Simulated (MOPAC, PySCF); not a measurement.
H$_{4}$OSi, SMILES `O[SiH3]`, neutral singlet in the gas phase. 

Cartesian coordinates (Å):
```xyz
6

O      1.2248     0.0139    -0.3586
Si    -0.3875    -0.0505    -0.0242
H      1.7995     0.4263     0.2867
H     -0.9696     1.3101     0.1393
H     -1.0152    -0.7308    -1.1797
H     -0.6599    -0.8166     1.2230
```
Charge 0, spin multiplicity 1.

All levels are single points at this geometry (PBE0-D4/def2-TZVP); Pople sets use spherical d functions. Orbital energies aren't observables, and empty levels follow the basis.

```csv
level,HOMO (eV),LUMO (eV),gap (eV),dipole (D),"vertical IE, Delta-SCF (eV)"
B3LYP-D3(BJ)/def2-TZVP in PySCF,-8.52,-0.24,8.27,1.36,11.26
PBE0-D4/def2-TZVP in PySCF,-8.73,0.04,8.77,1.36,11.25
B3LYP/3-21G in PySCF,-7.79,0.72,8.51,1.65,–
B3LYP/LANL2DZ in PySCF,-8.24,0.29,8.53,1.90,–
M06-2X/6-31G* in PySCF,-9.94,1.34,11.29,1.50,–
PBE/6-31G* in PySCF,-6.86,-0.35,6.51,1.42,10.74
SVWN5/6-31G* in PySCF,-6.91,-0.54,6.37,1.47,10.81
HF/3-21G in PySCF,-12.11,4.28,16.40,1.83,–
HF/6-31G* in PySCF,-12.34,3.67,16.01,1.58,–
HF/STO-3G in PySCF,-9.26,13.34,22.59,1.27,–
AM1 in MOPAC,-11.07,1.34,12.41,1.33,–
PM6 in MOPAC,-11.15,-0.10,11.05,1.72,–
PM7 in MOPAC,-11.66,1.11,12.77,1.79,–
```
